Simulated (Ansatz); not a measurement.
CH4NOSb, SMILES `C=[N][SbH][OH]`, one more setting.

```yaml
crystal:
  periodic: [false, false, false]
  atoms:
    - {symbol: C, position_ang: [-0.765969, 1.206095, 0.375760]}
    - {symbol: N, position_ang: [0.491589, 1.167785, 0.411294]}
    - {symbol: Sb, position_ang: [1.463977, -0.620985, 0.170198]}
    - {symbol: O, position_ang: [-0.063325, -1.705384, -0.459900]}
    - {symbol: H, position_ang: [-1.273390, 2.167282, 0.525303]}
    - {symbol: H, position_ang: [-1.415181, 0.338904, 0.190705]}
    - {symbol: H, position_ang: [1.914086, -0.196204, -1.426032]}
    - {symbol: H, position_ang: [-0.259586, -2.414593, 0.156973]}
basis:
  gaussian: {orbitals: x2c-TZVPPall, nuclear_model: gaussian}
magnetization: {spin_polarized: true, initial_magnetization: 2}
hamiltonian: {xc: {name: wPBEh}}
scf: {lower_state_search: full}
output: {forces: true}
```

```sh
$ ansatz run in.yaml --threads 2 --pin off --events-out ev --progress --plain --max-ram 4352MiB
```

Output, abridged:

```
Functional definition: wPBEh
1333 factors; their error is unknown
98 factors; integrals over basis functions are off by at most 3.4e-7 eV
mean field evaluation 1: about -180951.0141 eV, gradient 6.7e1 eV
mean field evaluation 2: about -180760.5550 eV, gradient 1.7e2 eV
mean field evaluation 4: about -180955.8698 eV, gradient 5.7e1 eV
mean field evaluation 8: about -180973.0944 eV, gradient 3.5e0 eV
mean field evaluation 16: about -180973.6423 eV, gradient 7.0e-2 eV
mean field evaluation 32: about -180973.6424 eV, gradient 1.1e-4 eV
mean field evaluation 128: about -180973.6424 eV, gradient 1.4e-4 eV
mean field evaluation 160: about -180973.6424 eV, gradient 2.1e-5 eV
mean field -180973.64235373 eV, -6650.6586881589 hartree, gradient 4.9e-5 eV, S^2 2.008166; 14 other end points of the search recorded, 0 dependent functions left out
reference -180973.64239006 eV, -6650.6586894939 hartree; 39, 37 occupied and 170, 172 virtual orbitals, 1333 factors
Total energy: -180973.64239006 eV, -6650.6586894939 hartree
Relativity: scalar
Atom 0 at    -0.765969     1.206095     0.375760 Å, force    -4.946371     1.434512     0.099333 eV/Å
Atom 1 at     0.491589     1.167785     0.411294 Å, force     3.708876    -1.442405    -0.085085 eV/Å
Atom 2 at     1.463977    -0.620985     0.170198 Å, force     0.727156    -0.156942     0.194338 eV/Å
Atom 3 at    -0.063325    -1.705384    -0.459900 Å, force     0.093552     0.158963     0.004121 eV/Å
Atom 4 at    -1.273390     2.167282     0.525303 Å, force    -0.017558    -0.261884     0.025365 eV/Å
Atom 5 at    -1.415181     0.338904     0.190705 Å, force     0.345119     0.219492    -0.032564 eV/Å
Atom 6 at     1.914086    -0.196204    -1.426032 Å, force     0.084117    -0.072825    -0.252336 eV/Å
Atom 7 at    -0.259586    -2.414593     0.156973 Å, force     0.005110     0.121088     0.046827 eV/Å
Dipole moment:     0.285045    -0.376479     0.248645 e Å
```

Run time 80 s (2 threads of an Arm Neoverse V2 on a shared host); peak host memory 1.3 GiB.
